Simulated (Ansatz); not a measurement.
One change: `[GeH3][c]1ccccc1` becomes `[CH3][In]([F])[c]1ccccc1`.

Ansatz, PBE0-D4/def2-TZVP geometries, multiplicity 1. Each molecule was computed in one conformer, which needn't be the lowest.

Elements past krypton have def2 core potentials. Scalar relativity is left out up to krypton.

| property | `[GeH3][c]1ccccc1` |
| --- | --- |
| HOMO–LUMO gap (B3LYP/def2-TZVPP) / eV | 6.40 |
| LUMO energy (PBE0/def2-TZVPP) / eV | -0.56 |
| size of the dipole moment (ωB97M-V/def2-TZVPP) / D | 0.76 |
| HOMO energy (PBE0/def2-TZVPP) / eV | -7.36 |
| HOMO energy (B3LYP/def2-TZVPP) / eV | -7.14 |
| LUMO energy (B3LYP/def2-TZVPP) / eV | -0.74 |

**Question.** What does the change do to each property? (Estimate.)

**Answer.** Computed: 
| property | `[CH3][In]([F])[c]1ccccc1` | shift |
| --- | --- | --- |
| HOMO–LUMO gap (B3LYP/def2-TZVPP) / eV | 5.62 | -0.78 |
| LUMO energy (PBE0/def2-TZVPP) / eV | -1.38 | -0.82 |
| size of the dipole moment (ωB97M-V/def2-TZVPP) / D | 3.53 | 2.77 |
| HOMO energy (PBE0/def2-TZVPP) / eV | -7.46 | -0.10 |
| HOMO energy (B3LYP/def2-TZVPP) / eV | -7.24 | -0.10 |
| LUMO energy (B3LYP/def2-TZVPP) / eV | -1.62 | -0.88 |

With PBE0 the HOMO falls by 0.10 eV and the LUMO falls by 0.82 eV, so the gap narrows by about 0.72 eV. PBE moves the HOMO by -0.10 eV and ωB97M-V by -0.12 eV. Dipoles are sizes alone; their direction can turn.

B3LYP here is the variant with VWN-RPA as its local correlation; programs differ in this.
